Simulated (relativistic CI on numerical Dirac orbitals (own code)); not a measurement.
Level scheme of Hg4+

These numbers are calculated, not measured: Dirac-Coulomb-Breit CI, orbitals from a KLI potential per configuration, a model potential for QED, valence Slater integrals scaled by 0.85, P86 correlation energy added to each configuration (own radial code, finite nucleus).

Configurations in the expansion (outside the closed core [Kr] 4d10 4f14 5s2): 5p⁶5d⁸, 5p⁶5d⁷6s, 5p⁶5d⁷5f, 5p⁶5d⁷6p, 5p⁶5d⁶6s², 5p⁶5d⁷5g, 5p⁶5d⁷7s, 5p⁶5d⁷6d, 5p⁶5d⁶6s6p, 5p⁵5d⁹, 5p⁶5d⁷7p, 5p⁶5d⁷7d, 5p⁶5d⁷6f, 5p⁶5d⁶6p², 5p⁶5d⁷7f, 5p⁴5d¹⁰. Levels of other configurations are missing.

The lowest level is 5p⁶5d⁸ ³F4, with 95 % of that term; Hund's rules for 5p⁶5d⁸ give ³F with J = 4, in agreement.

```csv
No.,Configuration,Term,J,E (cm⁻¹),%,Landé g
1,5p⁶5d⁸,³F,4,0.0,95,1.238
2,5p⁶5d⁸,¹D,2,7359.6,48,1.107
3,5p⁶5d⁸,³F,3,14172.1,100,1.083
4,5p⁶5d⁸,³P,0,20035.3,77,
5,5p⁶5d⁸,³P,2,21077.0,50,1.101
6,5p⁶5d⁸,³P,1,25268.7,99,1.501
7,5p⁶5d⁸,¹G,4,29455.8,94,1.012
8,5p⁶5d⁸,¹D,2,35121.8,47,0.957
9,5p⁶5d⁸,¹S,0,58977.8,77,
10,5d⁷(4F)6s,⁵F,5,91071.3,84,1.367
11,5d⁷(4F)6s,⁵F,4,98820.4,62,1.270
12,5d⁷(4F)6s,⁵F,3,105276.0,65,1.307
13,5d⁷(2P)6s,³P,2,105940.8,32,1.335
14,5d⁷(4F)6s,⁵F,1,107635.3,41,0.554
15,5d⁷(4F)6s,⁵F,2,109242.7,37,1.303
16,5d⁷(4F)6s,³F,4,109583.5,46,1.231
17,5d⁷(4P)6s,⁵P,3,111608.9,58,1.468
18,5d⁷(4P)6s,⁵P,1,116021.8,42,1.500
19,5d⁷(2G)6s,³G,5,117395.2,58,1.179
20,5d⁷(4F)6s,³F,3,118870.4,53,1.214
21,5d⁷(2G)6s,³G,4,121116.2,35,1.029
22,5d⁷(4F)6s,³F,2,121305.4,46,1.030
23,5d⁷(2P)6s,¹P,1,123440.3,32,1.458
24,5d⁷(4P)6s,³P,2,123529.3,56,1.384
25,5d⁷(2H)6s,³H,6,124386.2,100,1.166
26,5d⁷(2P)6s,³P,0,127313.2,99,
27,5d⁷(2G)6s,³G,3,127615.3,74,0.852
28,5d⁷(2H)6s,³H,5,128462.0,55,1.033
29,5d⁷(2G)6s,¹G,4,129501.5,35,1.053
30,5d⁷(2D)6s,³D,3,133912.2,54,1.258
31,5d⁷(4P)6s,³P,2,134961.3,43,1.286
32,5d⁷(4P)6s,³P,1,135317.7,56,1.246
33,5d⁷(2F)6s,³F,2,136869.8,85,0.755
34,5d⁷(4F)6s,³F,2,137808.4,25,1.121
35,5d⁷(2F)6s,³F,3,137941.3,64,1.099
36,5d⁷(2P)6s,³P,1,141007.3,50,1.285
37,5d⁷(2H)6s,³H,4,141101.3,52,0.933
38,5d⁷(2H)6s,¹H,5,142264.2,57,1.052
39,5d⁷(4P)6s,³P,0,144301.0,98,
40,5d⁷(2F)6s,³F,4,146823.1,71,1.182
41,5d⁷(2D)6s,³D,2,149359.3,35,1.141
42,5d⁷(2D)6s,³D,1,149796.3,48,0.844
43,5d⁷(2F)6s,¹F,3,150272.8,66,1.001
44,5d⁷(2D)6s,³D,1,164045.0,78,0.611
45,5d⁷(2D)6s,³D,2,165117.6,68,1.133
46,5d⁷(2D)6s,³D,3,167057.5,83,1.300
47,5d⁷(4F)6p,⁵D°,4,170399.6,42,1.353
48,5d⁷(2D)6s,¹D,2,172091.5,78,1.011
49,5d⁷(4F)6p,³G°,5,173295.0,35,1.247
50,5d⁷(2P)6p,³P°,1,182208.8,29,1.216
51,5d⁷(2P)6p,³D°,2,183020.9,23,1.235
52,5d⁷(4F)6p,⁵D°,3,184004.7,45,1.330
53,5d⁷(2D)6p,³D°,2,184378.8,35,1.208
54,5d⁷(4F)6p,⁵G°,3,185650.2,28,1.108
55,5d⁷(4F)6p,⁵G°,4,186767.7,43,1.168
56,5d⁷(4P)6p,⁵S°,2,191146.4,36,1.577
57,5d⁷(4F)6p,⁵G°,2,192852.9,34,0.883
58,5d⁷(4F)6p,⁵F°,5,192949.5,53,1.247
59,5d⁷(2D)6p,³D°,1,193357.0,34,0.812
60,5d⁷(4F)6p,⁵G°,6,193709.0,79,1.295
61,5d⁷(4F)6p,⁵D°,4,193959.0,36,1.214
62,5d⁷(4P)6p,⁵D°,0,194627.0,62,
63,5d⁷(4F)6p,³G°,5,196884.9,42,1.079
64,5d⁷(4P)6p,⁵D°,3,196894.4,25,1.237
65,5d⁷(4P)6p,⁵D°,1,199787.3,26,1.397
66,5d⁷(4F)6p,³D°,3,200391.6,56,1.226
67,5d⁷(4F)6p,³F°,4,200731.5,54,1.200
68,5d⁷(2H)6p,³I°,6,203251.3,46,1.044
69,5d⁷(2H)6p,³G°,5,204357.6,71,1.166
70,5d⁷(2G)6p,³H°,4,204362.0,44,0.967
```

Energies count from the lowest computed level; ° marks odd parity. Percentages are summed over parent terms; the parents shown are those of the largest component, closed shells are left out there.

The mean weight of the leading LS term, summed over parents, in these 70 levels is 56 %, and that of the leading jj configuration (from the same eigenvectors) 76 %, so jj coupling describes them better and the LS labels are nominal.

At this charge configurations can still be misplaced by up to about 7 % of their energy. Levels and lines within the n = 5 or 6 shells can be off by up to 10 % or somewhat more, and those that change n by about 2 %, since core polarisation is missing.

LS names give the leading component of a level, which can be under half, so a name can repeat, a term be missing and a line seem to break the LS rules.
